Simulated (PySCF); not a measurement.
Atoms are numbered as in `[CH3:1][O:2][CH2:3][CH2:4][O:5][C:6](=[O:7])[C:8](=[O:9])[O:10][SiH3:11]`. Each H is labelled by its parent atom.

All values are calculated (PySCF): GIAO PBE0/pcSseg-1 shieldings, geometry from GFN2-xTB. No relativistic terms, in vacuum, one conformer, averaged over atoms made equivalent by symmetry, fast rotation or ring inversion.

Referencing at the same level of theory: TMS for 13C.

Do the 13C shifts follow the atomic charges (in e)? Tabulate both.

## Answers


```tsv
atoms	hybridisation	δ (ppm)	σ para (ppm)	Hirshfeld	IAO	Mulliken	ESP-fitted
C6	sp2	166.7	-233	+0.20	+0.48	+0.48	+0.51
C8	sp2	165.1	-230	+0.21	+0.49	+0.50	+0.73
C3	sp3	71.5	-138	-0.00	-0.06	+0.03	+0.15
C4	sp3	66.9	-126	+0.01	-0.07	+0.06	+0.11
C1	sp3	61.9	-117	-0.04	-0.20	-0.03	-0.05
```

Correlation coefficients of δ with charge over these carbons: Hirshfeld +0.99, IAO +0.99, Mulliken +1.00, ESP-fitted +0.95; with the paramagnetic shielding -1.00. With so few points, grouped by hybridisation, these coefficients are fragile. Charge is one influence among several: hybridisation and low-lying excitations act through the paramagnetic term.

Shifts are as computed. Against solution values, carbons near 30 ppm lie about +3 ppm off and those near 130 ppm about +5 ppm. Of 1211 compounds with measured shifts, 218 miss one by over three times the rms of a fit or turn the order of signals round; such compounds aren't used in these exercises.
